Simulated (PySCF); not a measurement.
## Dipole response of Xe²⁺ (xenon, charge +2)

[Kr] 4d10 5s2 5p4, high-spin 3P determinant. All numbers are calculated (PySCF 2.14, a scalar-relativistic core potential, in aug-cc-pVQZ-PP with one added diffuse shell each of s, p, d, f, g type with ECP28MDF (8s8p6d4f3g, 117 functions)). Coupled (time-dependent) response in atomic units; α is the mean over directions.

```csv
method,mean α (bohr³),"α xx, yy, zz",C₆ (like pair),S(−4)
UHF,12.80,"12.83, 12.74, 12.83",90.05,27.30
PBE,12.86,"12.75, 13.09, 12.75",90.52,27.89
PBE0,12.76,"12.69, 12.90, 12.69",89.64,27.22
TPSSh,12.80,"12.73, 12.95, 12.73",90.58,27.17
```

S(−4) is the Cauchy moment in α(ω) = α(0) + S(−4) ω² + …

Spin-orbit coupling is absent.

α(iu) at TPSSh:

```csv
u (hartree),α(iu) (bohr³)
0,12.80
0.0500,12.74
0.100,12.54
0.200,11.81
0.300,10.78
0.500,8.502
0.750,6.128
1.00,4.501
1.50,2.697
2.00,1.819
3.00,1.025
5.00,0.4764
```

For an ion, C₆ is the dispersion term alone; charge-induced terms of lower order in 1/R come first.

The components differ because the open shell of this determinant is not spherical; for a pure term their mean is the scalar polarisability.

Energies and moments cover only the electrons outside the core potential.
